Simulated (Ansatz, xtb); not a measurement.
## Relaxing a trial structure of ClH4N2OSb

The starting geometry of this gas-phase singlet was built from a drawn formula by distance geometry and a force field; its bonds are those of `[NH-][N@H+](O)[SbH][Cl]`.

```xyz
9

Cl   -3.7324   -0.8586    2.8552
N    -2.7069   -0.3653   -0.5132
N    -1.6970    0.0039    0.3482
O    -0.5483    0.0931   -0.2738
Sb   -1.5782   -1.5079    1.8117
H    -3.6100   -0.2797   -0.0774
H    -2.0103    0.9703    0.8204
H     0.1285    0.4841    0.3908
H    -2.3140   -2.6719    0.8246
```

Problem. Predict what becomes of its bonds when it is optimised with r2SCAN-D4/def2-SVP.

Solution. It loosens into ClHSb + H3N2O, which stay close as a complex. Contacts that open: N3–Sb5 (2.11 → 2.99 Å).

The energy falls by 1.76 eV over 25 steps:

```json
{"step": "1", "E − E(last) (eV)": "1.761"}
{"step": "4", "E − E(last) (eV)": "0.246"}
{"step": "6", "E − E(last) (eV)": "0.138"}
{"step": "9", "E − E(last) (eV)": "0.061"}
{"step": "12", "E − E(last) (eV)": "0.032"}
{"step": "14", "E − E(last) (eV)": "0.017"}
{"step": "17", "E − E(last) (eV)": "0.004"}
{"step": "20", "E − E(last) (eV)": "0.000"}
{"step": "22", "E − E(last) (eV)": "0.000"}
{"step": "25", "E − E(last) (eV)": "0.000"}
```

Final geometry (Å):

```xyz
9

Cl   -2.9394   -0.3199    2.8832
N    -2.6030   -0.0643   -0.9643
N    -1.9189    0.0768    0.0903
O    -0.7100    0.7038   -0.1138
Sb   -1.3262   -2.0240    2.1369
H    -3.5538   -0.2924   -0.6392
H    -2.3518    0.2792    1.0348
H    -0.1457    0.3194    0.5825
H    -2.5201   -2.8105    1.1759
```

From the same start GFN2-xTB ends elsewhere, in pieces: ClH2OSb + H2N2.

The end wasn't checked by frequencies. Atoms past krypton carry core potentials, without spin–orbit terms. Run with Ansatz 0.2.0, 86 s on 2 threads of Arm Neoverse V2 (shared host).
